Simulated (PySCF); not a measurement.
## Pt (platinum, neutral) across methods

[Xe] 4f14 5d10, closed-shell 1S (an excited configuration). All numbers are calculated (PySCF 2.14, the spin-free X2C one-electron Hamiltonian (Gaussian nucleus), in ANO-RCC-VTZP (8s7p5d3f1g, 84 functions)).

```json
{"method": "PBE", "E (hartree)": "-18415.24", "mean ε 4f (eV)": "-67.801", "mean ε 5p (eV)": "-53.869", "mean ε 5d (eV)": "-4.351", "Σ⟨r²⟩ (bohr²)": "58.36", "⟨S²⟩": "0.000"}
{"method": "PBE0", "E (hartree)": "-18414.97", "mean ε 4f (eV)": "-73.066", "mean ε 5p (eV)": "-57.390", "mean ε 5d (eV)": "-5.629", "Σ⟨r²⟩ (bohr²)": "57.66", "⟨S²⟩": "0.000"}
{"method": "LDA", "E (hartree)": "-18403.76", "mean ε 4f (eV)": "-68.341", "mean ε 5p (eV)": "-54.243", "mean ε 5d (eV)": "-4.672", "Σ⟨r²⟩ (bohr²)": "58.50", "⟨S²⟩": "0.000"}
{"method": "r2SCAN", "E (hartree)": "-18415.23", "mean ε 4f (eV)": "-68.370", "mean ε 5p (eV)": "-55.233", "mean ε 5d (eV)": "-4.385", "Σ⟨r²⟩ (bohr²)": "57.78", "⟨S²⟩": "0.000"}
{"method": "UHF", "E (hartree)": "-18409.44395", "mean ε 4f (eV)": "-88.051", "mean ε 5p (eV)": "-67.057", "mean ε 5d (eV)": "-8.710", "Σ⟨r²⟩ (bohr²)": "56.61", "⟨S²⟩": "0.000"}
```

Spin-orbit coupling, which splits the p, d and f shells strongly at this Z, is absent.
